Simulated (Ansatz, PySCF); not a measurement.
C₄H₁₀Si, SMILES [SiH3]C/C=C/C.

Coordinates come from a r2SCAN-D4/def2-SVP optimisation. The values are those of a single conformer.

Vertical ionisation energy (IE) and electron affinity (EA) in eV. Rows of orbital energies are one-electron estimates. Where ΔSCF, EOM or ADC give a negative EA the extra electron is unbound and the value depends on the basis.

| level | IE | EA |
|---|---|---|
| −ε(HOMO), −ε(LUMO), B3LYP/def2-TZVP (PySCF) | 6.55 | -0.06 |
| −ε(HOMO), −ε(LUMO), PBE/def2-TZVP (PySCF) | 5.69 | 0.71 |
| ΔSCF, CAM-B3LYP/def2-SVPD (Ansatz), final states of multiplicity 2 and 2 | 8.82 | -1.77 |
| ΔSCF, PBE/def2-SVPD (Ansatz), final states of multiplicity 2 and 2 | 8.61 | -1.41 |

Task: What vertical singlet–triplet gap does ΔSCF give with CAM-B3LYP/def2-SVPD (Ansatz, a program for electronic structure) and with PBE/def2-SVPD (Ansatz)? (An estimate is asked for; the answer gives what the named calculation found.)

Result: 4.12 and 4.11 eV (triplet above singlet where positive).
